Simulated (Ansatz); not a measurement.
Geometry optimisation, Ansatz 0.2.0, RKS B3LYP-D4/def2-SVP.

input.yaml

```yaml
crystal:
  periodic: [false, false, false]
  atoms:
    - { symbol: Zn, position_ang: [-0.341117, -0.003836, -0.005458] }
    - { symbol: O, position_ang: [-0.499512, 0.225802, 1.765579] }
    - { symbol: H, position_ang: [-0.67686, -0.58087, 2.268239] }
    - { symbol: Cl, position_ang: [-0.310965, -0.145601, -2.105755] }
    - { symbol: Br, position_ang: [2.971905, 0.621161, 1.30593] }
    - { symbol: H, position_ang: [1.648149, 0.616545, 2.022266] }
basis:
  gaussian: { orbitals: def2-SVP }
hamiltonian:
  xc: b3lyp
  dispersion: d4
relax:
  f_tol: 0.03
  max_steps: 50
```

Run as:

```bash
$ ansatz run input.yaml --threads 2 --pin off --max-ram 3072MiB --backend cpu --events-out ev --progress --plain --runs-dir out
```

Task: Where does it end, and by what steps?

Result: The forces met the threshold. The force dipped under the threshold on the way, but the program's further checks kept it going. After 24 steps the energy has fallen by 1.686 eV; H6 moved furthest, 1.60 Å. Parted: Br5–H6 (1.51 → 3.65 Å). Joined: Zn1–Br5 (3.62 → 2.28 Å), O2–H6 (2.20 → 0.97 Å).

| step | energy less start (eV) | largest force component (eV/Å) | accepted |
| --- | --- | --- | --- |
| 0 | 0.0000 | 1.231 | yes |
| 1 | -0.1252 | 0.687 | yes |
| 2 | -0.1806 | 0.671 | yes |
| 3 | -0.2264 | 0.608 | yes |
| 4 | -0.3560 | 0.969 | yes |
| 5 | -0.5486 | 1.588 | yes |
| 6 | -0.9013 | 2.105 | yes |
| 7 | -1.3434 | 1.121 | yes |
| 8 | -1.5476 | 0.776 | yes |
| 9 | -1.5888 | 0.192 | yes |
| 10 | -1.6308 | 0.568 | yes |
| 11 | -1.6319 | 0.667 | yes |
| 12 | -1.4193 | 3.119 | no |
| 13 | -1.6597 | 0.393 | yes |
| 14 | -1.6683 | 0.070 | yes |
| 15 | -1.6697 | 0.605 | yes |
| 16 | -1.6774 | 0.275 | yes |
| 17 | -1.6812 | 0.088 | yes |
| 18 | -1.6831 | 0.073 | yes |
| 19 | -1.6810 | 0.442 | no |
| 20 | -1.6847 | 0.072 | yes |
| 21 | -1.6850 | 0.028 | yes |
| 22 | -1.6855 | 0.139 | yes |
| 23 | -1.6858 | 0.051 | yes |
| 24 | -1.6860 | 0.008 | yes |

```xyz
6
Properties=species:S:1:pos:R:3
Zn 0.984 0.307 -0.036
O -0.077 0.194 1.777
H -0.904 -0.304 1.682
Cl -0.649 -0.341 -1.287
Br 3.121 0.895 0.481
H 0.316 -0.018 2.636
```

Whether the end is a true minimum wasn't checked by a vibrational analysis.

Time of the run: 95 s on 2 threads of Arm Neoverse V2, with other jobs on the host, peak memory 0.26 GiB.
